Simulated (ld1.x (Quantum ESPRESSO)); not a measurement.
## revPBE TM dataset for sulfur, non-relativistic all-electron reference.

sulfur, norm-conserving Troullier–Martins (Kleinman–Bylander form), made with ld1.x (Quantum ESPRESSO) 7.5 (revPBE, non-relativistic). Core [Ne], reference 3s2 3p4. Waves: 3p (bound): rc 1.18 bohr; 3d channel at 0.05 Ry: rc 1.50 bohr; 3s (bound): rc 1.50 bohr. Local part: the s channel. Core correction: Bessel-smoothed model core, default radius (core density twice the valence density).

All-electron outer shells of the reference configuration (revPBE, non-relativistic, ld1.x):

| shell | level (eV) | outermost node (bohr) | outermost maximum (bohr) |
| --- | --- | --- | --- |
| 2p | -156.44 | – | 0.33 |
| 3s | -17.12 | 0.60 | 1.42 |
| 3p | -6.99 | 0.58 | 1.61 |

Results:

```json
{
 "Cutoffs needed": "70 Ry and 140 Ry (the cutoffs (Ry, on a coarse ladder) from which the occupation-weighted sum of valence levels, in a spherical-Bessel basis at the reference potential, stays within 10 and 1 mRy of its value at 400 Ry)",
 "Ghost test": "no extra level below or beside the all-electron valence levels (p, d, s, f tested) (spherical-Bessel basis up to 400 Ry, 20 bohr box)",
 "Largest excitation error": "+148 meV (all-electron minus pseudo) for 3s2 3p0, out of 7 test configurations"
}
```

Generation and tests took about 0.81 s on one core of a shared server CPU.
